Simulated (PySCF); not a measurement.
Si(OH)3(PH2) (H₅O₃PSi), SMILES O[Si](O)(O)P. Geometry optimised at PBE-D3(BJ)/def2-SVP. This is a generated structure with no PubChem entry under its InChIKey; it may be hypothetical. Other conformers were not sampled.

Computed equilibrium geometry at PBE-D3(BJ)/def2-SVP (PySCF confirms it by a frequency run) as Cartesian coordinates in Å (one conformer of several):
```xyz
10

O     -0.5696    -0.3028     1.6934
Si    -0.3456    -0.1643     0.0440
O     -1.5221     0.7423    -0.7380
O     -0.4919    -1.6991    -0.5979
P      1.6986     0.7510    -0.3087
H     -1.2931    -0.9137     1.9279
H     -1.5241     1.6925    -0.5299
H     -0.7522    -1.7137    -1.5356
H      2.2446     0.1086     0.8585
H      1.3530     1.9391     0.4339
```
Charge 0, spin multiplicity 1.
